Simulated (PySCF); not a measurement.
C8H9O (doublet state).
Cartesian coordinates in Å at the GFN2-xTB level; atoms count from 1:
```
atom  x, y, z in Å
C1     3.136   -0.242   -0.320
C2     1.779   -0.101   -0.135
C3     1.052    0.962   -0.744
C4    -0.297    1.099   -0.554
C5    -1.006    0.200    0.251
C6    -2.496    0.334    0.404
O7    -3.192   -0.116   -0.744
C8    -0.314   -0.856    0.851
C9     1.036   -1.008    0.673
H10    3.688    0.451   -0.930
H11    3.684   -1.045    0.138
H12    1.591    1.663   -1.364
H13   -0.835    1.907   -1.028
H14   -2.836   -0.218    1.293
H15   -2.779    1.384    0.514
H16   -2.923   -1.022   -0.931
H17   -0.857   -1.558    1.470
H18    1.561   -1.826    1.144
```

The hyperfine couplings belong to this conformer and change with its torsions.

As a line formula: `[CH2]C1=CC=C(CO)C=C1` [radical].

Method used: UKS B3LYP, pcH-1 on C H O, non-relativistic, mean-field spin-orbit, GIAO (PySCF 2.14.0). Geometry: GFN2-xTB, one conformer, isolated molecule. GFN2-xTB frequencies show an imaginary mode (31i cm⁻¹), so this geometry is no minimum at that level. Couplings are sensitive to structure, and on GFN2-xTB geometries they can be far from those on DFT ones. The SCF solution wasn't tested for stability. ⟨S²⟩ is 0.781 where a pure state has 0.75.

Problem. Break the g tensor into its mass correction, gauge correction and orbital-Zeeman/spin–orbit terms.

Solution. 
| Δg (ppm) | 1 | 2 | 3 |
| --- | --- | --- | --- |
| relativistic mass correction | -146 | -146 | -146 |
| gauge correction | 3 | 37 | 38 |
| orbital Zeeman/spin–orbit | -3 | 433 | 571 |
| total | -146 | 323 | 463 |

So g = 2.00217, 2.00264, 2.00278 and g_iso = 2.00253; the tensor is rhombic: the two nearest values differ by 23 % of g3 − g1. Axes: g3 points within 10° of the C8–C9 bond.

Problem. Average each term over the three axes. Which is largest in size?

Solution. The orbital-Zeeman/spin–orbit term 334, the mass correction -146 and the gauge correction 26 ppm, for a total of 213 ppm. The orbital-Zeeman/spin–orbit term is the largest in size. The mass correction is the same along every axis, so the anisotropy comes from the other two: their spans along these axes are 34 (gauge) and 574 ppm (orbital Zeeman/spin–orbit).

Problem. What effective moment and Curie constant follow for a powder?

Solution. With the mean of g² = 4.0101 and S(S+1) = 0.75: μ_eff = √(⟨g²⟩S(S+1)) = 1.734 μB and χT = 0.12505·⟨g²⟩·S(S+1) = 0.376 cm³ K/mol (cgs; spin-Hamiltonian part alone).

Problem. At 9.681 GHz, how far is the centre of the isotropic spectrum from where a free electron (g = 2.002319) resonates?

Solution. B = hν/(g μB) with μB/h = 13.99624 MHz/mT gives 345.44 mT for the free electron and 345.41 mT at g_iso, 0.04 mT lower.

Problem. In a frozen sample, at which fields do the three g values resonate at 9.5, 34, 94 and 263 GHz (hyperfine left aside), and which band first spreads them over more than twice a line width of 0.3 mT?

Solution. 
| band | GHz | B(g3) mT | B(g2) mT | B(g1) mT | spread mT |
| --- | --- | --- | --- | --- | --- |
| X | 9.5 | 338.91 | 338.93 | 339.01 | 0.10 |
| Q | 34.0 | 1212.92 | 1213.01 | 1213.29 | 0.37 |
| W | 94.0 | 3353.38 | 3353.61 | 3354.40 | 1.02 |
| J | 263.0 | 9382.33 | 9382.98 | 9385.18 | 2.85 |

The spread grows in proportion to the frequency. W band is the first where it exceeds 0.6 mT.

The Mulliken spin populations are largest on C1 (+0.74), C5 (+0.29), C9 (+0.26) and C3 (+0.24). Four atoms exceed +0.15. The angles at C1 add up to 360.0°, so it is planar; its axial dipolar tensor and the negative couplings of its protons fit spin in a p orbital normal to that plane.

The HOMO–LUMO gaps are 4.68 eV among the α and 4.55 eV among the β orbitals.

Hardware: Arm Neoverse V2, one thread, shared host with 96 logical CPUs at a one-minute load of 38. Cost: 97 s wall (with the writing of density and orbital grids), 0.98 GiB resident at most.
